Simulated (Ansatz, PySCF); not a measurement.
System: sum formula BNH3Cl2, charge 1, multiplicity 1. It need not be the lowest isomer of its formula. 
Structure (B3LYP-D3(BJ)/def2-TZVP (Ansatz, a first-principles code) minimum search):
SMILES: ClB(Cl)[NH3+]
```xyz
7

B     -0.1635    -0.0582     0.0110
Cl     0.0731     1.6294     0.0708
Cl     1.0127    -1.2806    -0.1456
N     -1.6558    -0.5343     0.1139
H     -2.2205    -0.1333    -0.6432
H     -2.0833    -0.2104     0.9886
H     -1.7474    -1.5533     0.0735
```
Charge +1, spin multiplicity 1.

Total electronic energies in hartree. Cores are frozen in the correlated levels unless marked. Spin-orbit coupling is left out. No relativistic terms. CBS(X,Y): correlation extrapolated as X^-3; Hartree-Fock from the larger set. The bracket is a focal-point correction in the basis named.

| level | program | energy (Eh) |
|---|---|---|
| HF/6-31G* | Ansatz | -999.69993 |
| HF/cc-pV(T+d)Z | Ansatz | -999.81708 |
| HF-D4/def2-TZVPD | PySCF + dftd4 | -999.81867 |
| RI-HF/cc-pV(T+d)Z | Ansatz | -999.81700 |
| SVWN5/def2-TZVPD | Ansatz | ___ |
| PBE-D4/def2-TZVPD | Ansatz + dftd4 | -1001.22973 |
| BLYP-D3(BJ)/def2-TZVPD | Ansatz + dftd3 | -1001.68157 |
| B3LYP-D3(BJ)/def2-TZVPD | Ansatz + dftd3 | -1001.75039 |
| PBE0-D3(BJ)/def2-TZVP | Ansatz + dftd3 | -1001.31227 |
| BHLYP-D3(BJ)/def2-TZVPD | Ansatz + dftd3 | -1001.67074 |
| TPSSh-D4/def2-TZVPD | PySCF + dftd4 | -1001.74917 |
| CAM-B3LYP/def2-TZVPD | PySCF | -1001.69034 |
| B2GP-PLYP/def2-TZVPD | Ansatz | -1001.26857 |
| B2PLYP-D3(BJ)/def2-TZVPD | Ansatz + dftd3 | -1001.38198 |
| MP2/6-31G | Ansatz | -999.86185 |
| MP2/6-31G* | Ansatz | -1000.20324 |
| RI-MP2/cc-pV(Q+d)Z | Ansatz | -1000.57281 |
| SCS-MP2/STO-3G | Ansatz | -989.04839 |
| CCSD(T)/6-31G | Ansatz | -999.89532 |
| CCSD(T)/cc-pV(D+d)Z | Ansatz | -1000.35172 |
| CCSD(T)/cc-pV(T+d)Z | Ansatz | -1000.57644 |
| RI-MP2/CBS(cc-pV(T+d)Z,cc-pV(Q+d)Z)+[CCSD(T)-MP2]/cc-pV(T+d)Z | Ansatz | -1000.6885 |
| CCSD(T)/CBS(cc-pV(T+d)Z,cc-pV(Q+d)Z) | Ansatz | -1000.6859 |

Complete the blanks.


- SVWN5/def2-TZVPD, energy (Eh): -998.01019
